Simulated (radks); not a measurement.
Values are calculated unless marked as measured or tabulated.
The nuclear charge of the rubidium ion Rb+ is varied continuously with 36 electrons held in [Kr]. Level of theory: Dirac Kohn-Sham, PBE, spin-unpolarised, spherical densities, finite nucleus; Fermi nuclear charge, rms radius 4.2036 fm (a radial shooting solver on a logarithmic mesh with Libxc functionals). By the Hellmann-Feynman theorem dE/dZ = E(electron-nucleus)/Z, the electronic potential at the nucleus (averaged over a nucleus of fixed radius).

[
 {"Z": "36.5", "E (hartree)": "-2884.98197", "E(electron-nucleus)/Z (hartree)": "-190.817", "HOMO": "4p3/2", "e(HOMO) (eV)": "-14.872", "<r> HOMO (bohr)": "1.833"},
 {"Z": "36.6", "E (hartree)": "-2904.09898", "E(electron-nucleus)/Z (hartree)": "-191.523", "HOMO": "4p3/2", "e(HOMO) (eV)": "-16.119", "<r> HOMO (bohr)": "1.810"},
 {"Z": "36.7", "E (hartree)": "-2923.28656", "E(electron-nucleus)/Z (hartree)": "-192.229", "HOMO": "4p3/2", "e(HOMO) (eV)": "-17.392", "<r> HOMO (bohr)": "1.788"},
 {"Z": "36.8", "E (hartree)": "-2942.54468", "E(electron-nucleus)/Z (hartree)": "-192.934", "HOMO": "4p3/2", "e(HOMO) (eV)": "-18.690", "<r> HOMO (bohr)": "1.767"},
 {"Z": "36.9", "E (hartree)": "-2961.87336", "E(electron-nucleus)/Z (hartree)": "-193.640", "HOMO": "4p3/2", "e(HOMO) (eV)": "-20.013", "<r> HOMO (bohr)": "1.747"},
 {"Z": "37", "E (hartree)": "-2981.27259", "E(electron-nucleus)/Z (hartree)": "-194.345", "HOMO": "4p3/2", "e(HOMO) (eV)": "-21.361", "<r> HOMO (bohr)": "1.727"},
 {"Z": "37.1", "E (hartree)": "-3000.74237", "E(electron-nucleus)/Z (hartree)": "-195.050", "HOMO": "4p3/2", "e(HOMO) (eV)": "-22.732", "<r> HOMO (bohr)": "1.708"},
 {"Z": "37.2", "E (hartree)": "-3020.28269", "E(electron-nucleus)/Z (hartree)": "-195.756", "HOMO": "4p3/2", "e(HOMO) (eV)": "-24.128", "<r> HOMO (bohr)": "1.689"},
 {"Z": "37.3", "E (hartree)": "-3039.89357", "E(electron-nucleus)/Z (hartree)": "-196.462", "HOMO": "4p3/2", "e(HOMO) (eV)": "-25.548", "<r> HOMO (bohr)": "1.671"},
 {"Z": "37.4", "E (hartree)": "-3059.57499", "E(electron-nucleus)/Z (hartree)": "-197.167", "HOMO": "4p3/2", "e(HOMO) (eV)": "-26.991", "<r> HOMO (bohr)": "1.654"},
 {"Z": "37.5", "E (hartree)": "-3079.32698", "E(electron-nucleus)/Z (hartree)": "-197.873", "HOMO": "4p3/2", "e(HOMO) (eV)": "-28.457", "<r> HOMO (bohr)": "1.637"},
 {"Z": "37.6", "E (hartree)": "-3099.14953", "E(electron-nucleus)/Z (hartree)": "-198.578", "HOMO": "4p3/2", "e(HOMO) (eV)": "-29.946", "<r> HOMO (bohr)": "1.620"},
 {"Z": "37.7", "E (hartree)": "-3119.04265", "E(electron-nucleus)/Z (hartree)": "-199.284", "HOMO": "4p3/2", "e(HOMO) (eV)": "-31.458", "<r> HOMO (bohr)": "1.604"},
 {"Z": "37.8", "E (hartree)": "-3139.00635", "E(electron-nucleus)/Z (hartree)": "-199.990", "HOMO": "4p3/2", "e(HOMO) (eV)": "-32.993", "<r> HOMO (bohr)": "1.589"},
 {"Z": "37.9", "E (hartree)": "-3159.04063", "E(electron-nucleus)/Z (hartree)": "-200.696", "HOMO": "4p3/2", "e(HOMO) (eV)": "-34.549", "<r> HOMO (bohr)": "1.574"},
 {"Z": "38", "E (hartree)": "-3179.14551", "E(electron-nucleus)/Z (hartree)": "-201.402", "HOMO": "4p3/2", "e(HOMO) (eV)": "-36.129", "<r> HOMO (bohr)": "1.559"}
]

The central difference of E at Z = 37 is -194.345 hartree, to compare with the third column; the second derivative is -7.05 hartree.
